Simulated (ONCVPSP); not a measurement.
## niobium: ONCV pseudisation with PBE, scalar-relativistic reference atom.

Input for ONCVPSP 4.0.1:

```
# ATOM AND REFERENCE CONFIGURATION
# atsym  z   nc   nv     iexc    psfile
  Nb 41.00    6    4        4      upf
#
#   n    l    f
    1    0    2.00
    2    0    2.00
    2    1    6.00
    3    0    2.00
    3    1    6.00
    3    2   10.00
    4    0    2.00
    4    1    6.00
    4    2    4.00
    5    0    1.00
#
# PSEUDOPOTENTIAL AND OPTIMIZATION
# lmax
    2
#
#   l,   rc,      ep,       ncon, nbas, qcut
    0    1.85    0.00    3    8    7.00
    1    1.20    0.00    4    9    6.30
    2    1.85    0.00    3    6    5.30
#
# LOCAL POTENTIAL
# lloc, lpopt,  rc(5),   dvloc0
    4    4    1.15    1.00
#
# VANDERBILT-KLEINMAN-BYLANDER PROJECTORs
# l, nproj, debl
    0    2    1.90
    1    2    3.30
    2    2    0.40
#
# MODEL CORE CHARGE
# icmod, fcfact, rcfact
    3    3.25    1.45
#
# LOG DERIVATIVE ANALYSIS
# epsh1, epsh2, depsh
   -4.00    5.00    0.02
#
# OUTPUT GRID
# rlmax, drl
    6.00    0.01
#
# TEST CONFIGURATIONS
# ncnf
    4
# nvcnf
#   n    l    f
    4
    4    0    2.00
    4    1    6.00
    4    2    4.00
    5    0    0.00
#
    4
    4    0    2.00
    4    1    6.00
    4    2    3.00
    5    0    0.00
#
    4
    4    0    2.00
    4    1    6.00
    4    2    2.00
    5    0    0.00
#
    4
    4    0    2.00
    4    1    6.00
    4    2    4.00
    5    0    0.50
#
```

Command:

```bash
oncvpsp.x < Nb.dat > Nb.out
```

The program printed (shortened: citation, most of the input echo, consistency checks and plot data are left out):

```
ONCVPSP  (Optimized Norm-Conservinng Vanderbilt PSeudopotential)
scalar-relativistic version 4.0.1

#   n    l    f        energy (Ha)
    1    0    2.00    -6.9120290E+02
    2    0    2.00    -9.6681772E+01
    2    1    6.00    -8.6326918E+01
    3    0    2.00    -1.6131227E+01
    3    1    6.00    -1.2746200E+01
    3    2   10.00    -7.2135589E+00
    4    0    2.00    -2.1459372E+00
    4    1    6.00    -1.2686276E+00
    4    2    4.00    -1.1173118E-01
    5    0    1.00    -1.4633998E-01

Reference configufation results
  iterations    23
  all-electron total energy (Ha)   -3.81961209D+03

Begin loop to  construct optimized pseudo wave functions
and semi-local pseudopoentials for all angular momenta

Calculating optimized projector #   1

 for l=   0

    Fraction of norm inside rc  0.943037
    Optimizing pswf for qcut=   7.01 a_B^-1,  ecut=  24.57 Ha
    Residual kinetic energy error=  4.09D-07 Ha

    Energy error per electron        Cutoff
         Ha          eV             Ha
         0.01000     0.27211       11.40
         0.00100     0.02721       15.67
         0.00010     0.00272       18.80
         0.00001     0.00027       21.51

Calculating optimized projector #   2

 for l=   0

    Fraction of norm inside rc  0.050336
    Optimizing pswf for qcut=   7.01 a_B^-1,  ecut=  24.57 Ha
    Residual kinetic energy error=  2.61D-07 Ha

    Energy error per electron        Cutoff
         Ha          eV             Ha
         0.01000     0.27211        6.39
         0.00100     0.02721       13.60
         0.00010     0.00272       17.74
         0.00001     0.00027       20.76

   Wellstate for l =  1  n =  6
     eigenvalue =   2.0314
     asymptotic potential =   2.5314
     half-point radius =  3.3225

Calculating optimized projector #   1

 for l=   1

    Fraction of norm inside rc  0.452383
    Optimizing pswf for qcut=   6.31 a_B^-1,  ecut=  19.93 Ha
    Residual kinetic energy error=  4.75D-03 Ha

    Energy error per electron        Cutoff
         Ha          eV             Ha
         0.01000     0.27211       16.29
         0.00100     0.02721       64.77
         0.00010     0.00272      177.83
         0.00001     0.00027      203.97

Calculating optimized projector #   2

 for l=   1

    Fraction of norm inside rc  0.062525
    Optimizing pswf for qcut=   6.31 a_B^-1,  ecut=  19.93 Ha
    Residual kinetic energy error=  2.71D-03 Ha

    Energy error per electron        Cutoff
         Ha          eV             Ha
         0.01000     0.27211        9.48
         0.00100     0.02721       25.58
         0.00010     0.00272      153.76
         0.00001     0.00027      244.25

   Wellstate for l =  2  n =  5
     eigenvalue =   0.2883
     asymptotic potential =   0.7883
     half-point radius =  7.1459

Calculating optimized projector #   1

 for l=   2

    Fraction of norm inside rc  0.459356
    Optimizing pswf for qcut=   5.30 a_B^-1,  ecut=  14.03 Ha
    Residual kinetic energy error=  8.01D-04 Ha

    Energy error per electron        Cutoff
         Ha          eV             Ha
         0.01000     0.27211       10.49
         0.00100     0.02721       13.89
         0.00010     0.00272       35.47
         0.00001     0.00027       59.94

Calculating optimized projector #   2

 for l=   2

    Fraction of norm inside rc  0.121534
    Optimizing pswf for qcut=   5.30 a_B^-1,  ecut=  14.03 Ha
    Residual kinetic energy error=  3.74D-04 Ha

    Energy error per electron        Cutoff
         Ha          eV             Ha
         0.01000     0.27211        9.34
         0.00100     0.02721       12.75
         0.00010     0.00272       17.52
         0.00001     0.00027       50.21

Construct Vanderbilt / Kleinmman-Bylander projectors

B matrix Hermiticity error, ll=   0
   1   2    1.5363E-04

  Orthonormal projector coefficients  7.3599E+00  1.4220E+00

B matrix Hermiticity error, ll=   1
   1   2   -3.6871E-04

  Orthonormal projector coefficients  7.0180E+00  1.9679E+00

B matrix Hermiticity error, ll=   2
   1   2    2.1768E-05

  Orthonormal projector coefficients -3.5747E+00  2.1740E+00

Model core correction analysis
  based on d2Exc/dn_idn_j

d2excae - all-electron derivatives

   -3.405386D-02   -2.996048D-02   -1.363743D-02   -1.823545D-03
   -2.996070D-02   -2.822247D-02   -1.556319D-02   -2.385476D-03
   -1.363758D-02   -1.556326D-02   -1.779937D-02   -1.261313D-02
   -1.823287D-03   -2.384752D-03   -1.260954D-02   -2.752919D-02

d2excps - pseudofunction derivatives with no core correction

   -4.269427D-02   -3.259265D-02   -1.385099D-02   -2.690097D-03
   -3.259384D-02   -3.061963D-02   -1.625557D-02   -2.646246D-03
   -1.385117D-02   -1.625566D-02   -1.819150D-02   -1.262891D-02
   -2.690452D-03   -2.645552D-03   -1.262531D-02   -2.760234D-02

rms 2nd derivative error    2.463653E-03

rmatch, rhocmatch    0.7995    8.8773

Teter function model core charge with specified parameters

d2excps - pseudofunction derivatives with core correction

   -3.059155D-02   -2.728078D-02   -1.279055D-02   -1.739446D-03
   -2.728073D-02   -2.730379D-02   -1.556583D-02   -2.254269D-03
   -1.279057D-02   -1.556590D-02   -1.809017D-02   -1.254546D-02
   -1.739171D-03   -2.253540D-03   -1.254186D-02   -2.752636D-02

rms 2nd derivative error    1.340978E-03

Pseudoatom total energy  -57.047794

Diagnostic tests using Vanderbilt-Kleinman-Bylander pseudopotentials
  1 or more projectors used as specified by nproj input data

   l    rcore       rmatch      e in        delta e   norm test  slope test

   0   1.8584791   1.9149066  -2.1459372   0.0000055   1.0001376   1.0001324
   0   1.8584791   1.9149066  -0.1463400   0.0000028   1.0000357   1.0000231

   1   1.2008952   1.2373569  -1.2686276  -0.0000138   1.0001138   1.0001753
   1   1.2008952   1.2373569   2.0313724   0.0000096   1.0004414   1.0004414

   2   1.8584791   1.9149066  -0.1117312  -0.0000398   1.0000066   0.9996579
   2   1.8584791   1.9149066   0.2882688  -0.0000698   1.0001046   1.0001046

 Testing for bound ghosts
   n   l    E NL Schr. Eq   E Basis Diag.   E Cutoff

   1   0       -2.145932       -2.145935     76.52
   2   0       -0.146337       -0.091891     76.52

   2   1       -1.268641       -1.264827    273.15

   3   2       -0.111771       -0.102677     53.11

 Testing for highly-localized positive-energy ghosts
       l    <radius>/rc     E Basis Diag.   E Cutoff

       0        0.986310        6.933147     76.52  WARNING - GHOST(+)

Test configuration 0

   n   l     f        eae           eps        diff
   1   0  2.0000 -691.20290143
   2   0  2.0000  -96.68177154
   2   1  6.0000  -86.32691751
   3   0  2.0000  -16.13122659
   3   1  6.0000  -12.74619995
   3   2 10.0000   -7.21355889
   4   0  2.0000   -2.14593718   -2.14593166    5.51D-06
   4   1  6.0000   -1.26862757   -1.26864137   -1.38D-05
   4   2  4.0000   -0.11173118   -0.11177097   -3.98D-05
   5   0  1.0000   -0.14633998   -0.14633715    2.84D-06

    Total energies and differences
      AE_ref= -3.81961209D+03  AE_tst= -3.81961209D+03  dif=  0.00D+00
      PS_ref= -5.70477945D+01  PS_tst= -5.70477945D+01  dif= -5.68D-14
      PSP excitation error=  5.68D-14

Test configuration 1

   n   l     f        eae           eps        diff
   1   0  2.0000 -691.43928562
   2   0  2.0000  -96.91438472
   2   1  6.0000  -86.55977926
   3   0  2.0000  -16.36471742
   3   1  6.0000  -12.97966768
   3   2 10.0000   -7.44673710
   4   0  2.0000   -2.38164956   -2.38276259   -1.11D-03
   4   1  6.0000   -1.50567377   -1.50610984   -4.36D-04
   4   2  4.0000   -0.34208150   -0.34213635   -5.48D-05

    Total energies and differences
      AE_ref= -3.81961209D+03  AE_tst= -3.81936817D+03  dif=  2.44D-01
      PS_ref= -5.70477945D+01  PS_tst= -5.68037976D+01  dif=  2.44D-01
      PSP excitation error= -7.49D-05

Test configuration 2

   n   l     f        eae           eps        diff
   1   0  2.0000 -691.85416461
   2   0  2.0000  -97.33380226
   2   1  6.0000  -86.97885088
   3   0  2.0000  -16.78199945
   3   1  6.0000  -13.39694346
   3   2 10.0000   -7.86443472
   4   0  2.0000   -2.78903468   -2.78934295   -3.08D-04
   4   1  6.0000   -1.90630911   -1.90636296   -5.38D-05
   4   2  3.0000   -0.70189529   -0.70187510    2.02D-05

    Total energies and differences
      AE_ref= -3.81961209D+03  AE_tst= -3.81885220D+03  dif=  7.60D-01
      PS_ref= -5.70477945D+01  PS_tst= -5.62877939D+01  dif=  7.60D-01
      PSP excitation error= -1.09D-04

Test configuration 3

psatom: WARNING lschvkbb convergence error n,l,iter=   3   2   5
ea(ii),et,emin,emax -1.348592E-01 -1.483451E-01 -1.483451E-01 -1.483451E-01
run_config: WARNING for fully non-local PS atom, stg. 1
 WARNING no output for configuration 4

Test configuration 4

   n   l     f        eae           eps        diff
   1   0  2.0000 -691.31457148
   2   0  2.0000  -96.79167672
   2   1  6.0000  -86.43694017
   3   0  2.0000  -16.24157486
   3   1  6.0000  -12.85653840
   3   2 10.0000   -7.32375969
   4   0  2.0000   -2.25752179   -2.25801855   -4.97D-04
   4   1  6.0000   -1.38098008   -1.38118168   -2.02D-04
   4   2  4.0000   -0.22165010   -0.22169139   -4.13D-05
   5   0  0.5000   -0.24283057   -0.24285136   -2.08D-05

    Total energies and differences
      AE_ref= -3.81961209D+03  AE_tst= -3.81951513D+03  dif=  9.70D-02
      PS_ref= -5.70477945D+01  PS_tst= -5.69508070D+01  dif=  9.70D-02
      PSP excitation error= -2.61D-05
```

The run took about 5.9 s on one core of a shared server CPU.
